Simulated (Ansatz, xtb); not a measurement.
Breaking the B1–F2 bond in BFH2Se (SMILES FB[SeH]) (multiplicity 1 held, fragments rigid). Energies count from the point at 1.325 Å.
Geometry at that point (charge 0, multiplicity 1):
```xyz
5

B     -0.506    -0.902     0.700
F      0.440    -1.602     1.308
H     -1.649    -1.182     0.869
Se     0.046     0.564    -0.451
H     -1.333     0.927    -0.809
```

R- and RO- levels are restricted; in cc, def2 and unpolarised 6-31G sets they are followed outwards from rest. Unrestricted levels (U-) break spin symmetry where that is lower. Curves can end on different states.

Correlated levels freeze the cores. Filled d and f shells under p-block atoms count as core.

The values were computed with Ansatz (Gaussian basis) for Hartree–Fock, density functionals and correlated methods; xtb for the GFN methods. Values without a source in brackets are computed. The GFN methods have no spin term and hold the electronic entropy of 300 K.

Energies in kcal/mol.

```csv
R (Å),GFN2-xTB,U-HF/cc-pVDZ,R-SCS-MP2/cc-pVDZ,R-CCSD(T)/cc-pVDZ,R-CCSDT/cc-pVDZ
1.060,61.1,64.6,70.6,70.9,71.0
1.192,8.5,11.9,14.6,14.8,14.8
1.325,0.0,0.0,0.0,0.0,0.0
1.457,7.3,7.0,4.7,4.6,4.5
1.589,20.0,22.5,18.3,18.0,17.8
1.788,40.6,51.1,44.5,43.8,43.5
1.987,60.1,79.7,71.0,69.7,69.3
2.318,87.5,108.6,109.4,105.5,105.2
2.649,107.0,115.7,139.0,128.5,129.8
3.046,121.2,118.3,164.7,133.9,146.0
3.576,130.2,119.3,185.5,84.9,153.6
4.238,133.6,119.6,194.1,-38.5,155.4
```

Doubts at one or more of the structures used: a spin-contaminated determinant (U-HF/cc-pVDZ); a restricted determinant that unrestricted orbitals would lower (R-SCS-MP2/cc-pVDZ, R-CCSD(T)/cc-pVDZ, R-CCSDT/cc-pVDZ); T1 above 0.05 (R-CCSD(T)/cc-pVDZ, R-CCSDT/cc-pVDZ); other coupled-cluster roots lie near (R-CCSD(T)/cc-pVDZ, R-CCSDT/cc-pVDZ).

Ansatz is a first-principles code.
